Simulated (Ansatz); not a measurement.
`BCB[SiH2]F` + `[SiH3]P` → `F[SiH2]P[SiH3]` + `BCB` at 298.15 K and 1 bar (cleavage of the Si–B bond).

Computed with Ansatz on PBE0-D4/def2-TZVP structures; ΔE is electronic, products minus reactants. CCSD(T)/CBS is the MP2 limit (def2-TZVPP, def2-QZVPP) plus CCSD(T) − MP2 in def2-TZVPP, frozen cores. This one scheme is used for every species. One conformer a species, not always the lowest.

```tsv
species	CCSD(T)/CBS energy (Eh)	H − E (kJ/mol)	S (J/(mol·K))
`BCB[SiH2]F`	-480.74436	231.4	366.6
`[SiH3]P`	-633.00997	124.8	279.8
`F[SiH2]P[SiH3]`	-1022.56126	166.6	366.0
`BCB`	-91.21084	192.3	281.6
```

H − E and S are ideal-gas, rigid-rotor, harmonic terms from PBE0-D4/def2-TZVP, for one conformer and one mirror image of each species. 1 Eh = 2625.50 kJ/mol, R = 8.31446 J/(mol·K).

Task: By hand: ΔE, ΔH, ΔS and ΔG.

Result: ΔE = (-1022.56126) + (-91.21084) − (-480.74436) − (-633.00997) = -0.01777 Eh = -46.7 kJ/mol. Δ(H − E) = 166.6 + 192.3 − 231.4 − 124.8 = 2.7, so ΔH = -44.0 kJ/mol. ΔS = 366.0 + 281.6 − 366.6 − 279.8 = 1.2 J/(mol·K). ΔG = -44.0 − 298.15 × (1.2)/1000 = -44.4 kJ/mol.

Task: By hand: the equilibrium constant, and the temperature at which ΔG would vanish if ΔH and ΔS stayed fixed.

Result: log₁₀ K = −ΔG/(RT ln 10) = 7.8. ΔH and −TΔS have one sign here, so there is no such temperature. One of them is within its doubt of zero, so this could turn.

The number of gas molecules stays the same, so ΔS is small and ΔH decides. A doubt of 5 kJ/mol in ΔE shifts log₁₀ K by 0.9 here. Other conformers and mirror images would add mixing entropy, several J/(mol·K) or more a flexible species. Modes under 60 cm⁻¹, often nearly free rotors, make the harmonic entropy too high. These are equilibria of isolated gas molecules and say nothing of rates. Largest T1 diagnostic: 0.013 (customary marks: 0.02 for closed shells, 0.045 for open ones).
